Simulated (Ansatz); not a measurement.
Ansatz (a quantum-chemistry and plane-wave program) input for WH₅, SMILES [WH5] (connectivity only; charge and spin as stated), neutral, multiplicity 2, PBE0/def2-TZVPD. The structure is a stationary point at B3LYP-D3(BJ)/def2-TZVPD. The multiplicity is an assumed one; other spin states were not compared. The def2 effective core potentials stand for the cores of W; spin–orbit coupling is left out.

Ansatz 0.2 input:
```yaml
crystal:
  periodic: [false, false, false]
  atoms:
    - {symbol: W, position_ang: [0.00000000, -0.00000000, -0.01866994]}
    - {symbol: H, position_ang: [-1.46509044, -0.00000008, -0.92208401]}
    - {symbol: H, position_ang: [-0.00000006, 1.49259547, 0.78257942]}
    - {symbol: H, position_ang: [1.46509041, 0.00000006, -0.92208405]}
    - {symbol: H, position_ang: [0.00000002, 0.00000002, 1.66058456]}
    - {symbol: H, position_ang: [0.00000007, -1.49259545, 0.78257946]}
basis:
  gaussian:
    orbitals: def2-TZVPD
hamiltonian:
  xc: {name: PBE0}
magnetization: {spin_polarized: true, initial_magnetization: 1}
```

Output:

```
WARN ansatz: RAYON_NUM_THREADS=1 ignored (pool sized by the plan → 1); use --threads N
Functional definition: PBE0
integrals: 0.02 GiB planned
671 factors; their error is unknown
mean field: 0.28 GiB planned
mean field evaluation 1: about -1902.7599 eV, gradient 9.9e0 eV
mean field evaluation 2: about -1902.9331 eV, gradient 9.6e0 eV
mean field evaluation 4: about -1903.3547 eV, gradient 1.7e0 eV
mean field evaluation 8: about -1903.3714 eV, gradient 8.8e-2 eV
mean field evaluation 16: about -1903.3839 eV, gradient 3.8e-4 eV
mean field -1903.38388297 eV, -69.9480675393 hartree, gradient 1.4e-5 eV, S^2 0.762037; 0 other end points of the search recorded, 0 dependent functions left out
reference -1903.38393072 eV, -69.9480692941 hartree; 10, 9 occupied and 78, 79 virtual orbitals, 671 factors
Total energy: -1903.38393072 eV, -69.9480692941 hartree
```

The calculation finished and met its thresholds.

Cost: roughly 1.6 core-seconds.
